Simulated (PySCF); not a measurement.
**Low-lying terms of Sb⁵⁺ (antimony, charge +5)**

Ground state [Kr] 4d10, ¹S. Calculation: PySCF 2.14, in def2-TZVPPD with one added diffuse shell each of s, p, d, f type with the def2 core potential (28 electrons) (8s6p5d3f, 72 functions); scalar relativity through the core potential. Vertical excitation energies in eV without spin-orbit coupling; excited terms of each kind are numbered among those the solver found. Frozen: 4s2 4p6.

| term | leading excitation | EOM-EE-CCSD |
| --- | --- | --- |
| 1 3D | 4d → s | 30.857 |
| 1 1D | 4d → s | 31.621 |
| 1 3P° | 4d → p | 42.134 |
| 1 3F° | 4d → p | 42.704 |
| 1 1F° | 4d → p | 43.132 |
| 1 1D° | 4d → p | 43.756 |
| 1 1P° | 4d → p | 43.776 |
| 1 3D° | 4d → p | 43.785 |
| 1 3S | 4d → d | 58.276 |
| 1 3G | 4d → d | 59.220 |
| 1 1G | 4d → d | 59.428 |

The spin-orbit splitting of the hole, absent here, rivals or exceeds the spacing of these terms, so the LS terms are model states.

The solver can miss terms.
